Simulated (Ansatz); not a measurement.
The cluster Cd₃⁻ (the lowest doublet isomer of a short search). The state is a doublet with charge -1. Geometry r2SCAN/def2-TZVPD, basis def2-TZVPD, Ansatz.

```xyz
3

Cd   -1.2127   -1.0418    0.5952
Cd    1.0465   -0.5294   -1.2390
Cd    0.1662    1.5712    0.6438
```

```csv
run,HOMO (eV),LUMO (eV)
A,0.15,3.12
B,0.82,2.32
C,0.59,2.36
D,1.67,2.02
E,-0.41,4.32
F,1.12,1.92
```

In the def2 sets Cd takes a core potential; there is no spin–orbit coupling. The structure comes from a short search, and lower isomers may exist.

HOMO and LUMO are taken over both spins.

The runs used BLYP, CAM-B3LYP, HF, PBE0, r2SCAN, r2SCAN0. Estimate which is which.

A CAM-B3LYP (range-separated); B PBE0 (25 % exact exchange); C r2SCAN0 (25 % exact exchange); D BLYP (0 % exact exchange); E HF (100 % exact exchange); F r2SCAN (0 % exact exchange). Exact exchange lowers occupied and raises empty levels; among semilocal functionals meta-GGAs tend to open the gap a little, and such runs are hard to tell apart. The gap grows from 0.34 eV (BLYP) to 4.73 eV (HF). At CAM-B3LYP/def2-TZVPD, PBE0/def2-TZVPD, r2SCAN0/def2-TZVPD, BLYP/def2-TZVPD and others the highest occupied level of the charge -1 doublet lies above zero (up to 1.67 eV). By energy differences its removal costs 0.45 eV (vertical, to the charge 0 singlet, at LC-ωPBE (ω = 0.30 bohr⁻¹)/def2-TZVPD).
